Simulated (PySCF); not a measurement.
Frontier levels across methods

C3H8SSi.
Geometry (PBE0-D3(BJ)/def2-SVP, Å), atoms numbered from 1 in this order:
```
atom  x, y, z in Å
S1     2.664   -0.984   -0.450
Si2    0.904   -0.091    0.407
C3    -0.734   -0.985    0.127
C4    -1.348    0.420   -0.127
C5    -0.084    1.239   -0.507
H6     3.524   -0.370    0.390
H7     1.207    0.255    1.830
H8    -1.197   -1.596    0.914
H9    -0.701   -1.581   -0.800
H10   -1.786    0.813    0.805
H11   -2.147    0.437   -0.887
H12    0.113    1.195   -1.591
H13   -0.064    2.292   -0.192
```

Basis pcSseg-1 throughout (PySCF), one geometry. One conformer (not necessarily the lowest) at the PBE0-D3(BJ)/def2-SVP geometry, without solvent, vibrations or thermal averaging.

Problem. How do the orbital energies, the gap and the dipole change with the method?

Solution. 
```csv
method,kind,HOMO (eV),LUMO (eV),gap (eV),μ (D),SCF cycles
BLYP,GGA,-5.88,-0.43,5.45,1.19,13
B97-D,GGA,-6.03,-0.43,5.60,1.27,14
PBE,GGA,-6.06,-0.52,5.54,1.27,13
OPBE,GGA,-6.06,-0.39,5.68,1.34,14
KT2,GGA,-6.13,-0.57,5.56,1.25,14
KT3,GGA,-6.13,-0.57,5.57,1.22,14
LDA,LDA,-6.16,-0.67,5.49,1.32,13
BP86,GGA,-6.17,-0.57,5.60,1.29,15
B3LYP,global hybrid,-7.03,0.12,7.15,1.27,12
B97-2,global hybrid,-7.04,0.35,7.39,1.35,11
PBE0,global hybrid,-7.28,0.38,7.66,1.36,12
mPW1PW91,global hybrid,-7.31,0.37,7.68,1.37,12
BHandHLYP,global hybrid,-8.35,1.27,9.62,1.35,11
CAM-B3LYP,range-separated hybrid,-8.57,1.41,9.98,1.33,11
wB97X-D,range-separated hybrid,-9.14,2.15,11.30,1.43,12
LC-wPBE,range-separated hybrid,-9.98,2.63,12.61,1.46,12
HF,Hartree–Fock,-10.08,3.59,13.67,1.47,10
```

The HOMO spans 4.20 eV, from BLYP down to HF, and the gap runs from 5.45 eV (BLYP) to 13.67 eV (HF). Over the methods BLYP (0 %), B97-D (0 %), PBE (0 %), OPBE (0 %), KT2 (0 %), KT3 (0 %), LDA (0 %), BP86 (0 %), B3LYP (20 %), B97-2 (21 %), PBE0 (25 %), mPW1PW91 (25 %), BHandHLYP (50 %), HF (100 %), a straight line through the gap against the share of exact exchange rises by 0.81 eV for each 10 % (correlation coefficient 1.000). The dipole ranges from 1.19 D (BLYP) to 1.47 D (HF). This basis has no diffuse functions.

The vertical ΔSCF ionisation energy at PBE0/def2-SVPD is 9.22 eV; −ε(HOMO) comes closest to it with wB97X-D (9.14 eV).
